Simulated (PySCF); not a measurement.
## Working with the constants of TlS

UHF-CCSD(T) constants of TlS, ²Π (doublet), unpaired electrons π ↑ (Tl def2-SVPD with ECP60, S def2-SVPD; scalar-relativistic core potentials (PySCF 2.14); masses 204.9744 and 31.9721 u):

| Item | Value |
| --- | --- |
| ωe | 256.7 cm⁻¹ |
| ωexe | 0.769 cm⁻¹ |
| Be | 0.086056 cm⁻¹ |
| αe | 0.000362 cm⁻¹ |
| D (centrifugal) | 3.87e-08 cm⁻¹ |
| De to Tl + S | 2.68 eV |

Problem. Give the vibrational terms G(v) and spacings up to v = 6.

Solution. G(v) = ωe(v+½) − ωexe(v+½)².

```tsv
v	G(v) (cm⁻¹)	G(v) − G(v−1)	Bv (cm⁻¹)
0	128.2		0.08587
1	383.3	255.2	0.08551
2	636.9	253.6	0.08515
3	889.0	252.1	0.08479
4	1139.6	250.5	0.08443
5	1388.6	249.0	0.08406
6	1636.1	247.5	0.08370
```

Problem. How well does the Morse estimate ωe²/(4ωexe) reproduce De, and what is D0?

Solution. It gives 2.66 eV, 99 % of the computed De. D0 = De − G(0) = 2.68 − 0.02 = 2.66 eV.

Correlated steps freeze 9 core orbitals. Correlated levels converge slowly with the basis: in double zeta they bind strong bonds too weakly, by up to about 1 eV, and carry superposition errors of some tenths. These are scalar-relativistic numbers at best; spin–orbit coupling would shift them, the dissociation energy most. The state is the lowest determinant that a PBE0 search found; another state may lie lower at other levels.
